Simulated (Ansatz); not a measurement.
Computed with Ansatz on PBE0-D4/def2-TZVP structures; ΔE is electronic, products minus reactants. CBS: MP2 limit from def2 TZ/QZ plus the TZ coupled-cluster correction, frozen cores. DFT in def2-TZVPP. One conformer a species, not always the lowest.

Reaction (redistribution): `O[Si](O)(F)N[SiH2]Cl` + `C=C[SiH3]` → `O[Si](O)(F)[SiH3]` + `C=CN[SiH2]Cl`

```json
{"level": "PBE", "ΔE (kcal/mol)": "22.4"}
{"level": "MP2/CBS(def2)", "ΔE (kcal/mol)": "33.0"}
```

(1) What does CCSD(T)/CBS give? (Best estimate.)

Largest T1 diagnostic among the species: 0.013.

Answers

(1) Computed: +31.7 kcal/mol. The listed levels differ from it by -9.3, 1.3 kcal/mol.

From PBE to PBE0 (25 % exact exchange), in def2-TZVPP and without D4, ΔE moves by +3.3 kcal/mol. In def2-TZVPP, CCSD(T) changes the Hartree–Fock value by −2.8 kcal/mol (the triples alone add −0.6 kcal/mol) and MP2 by −1.5 kcal/mol.
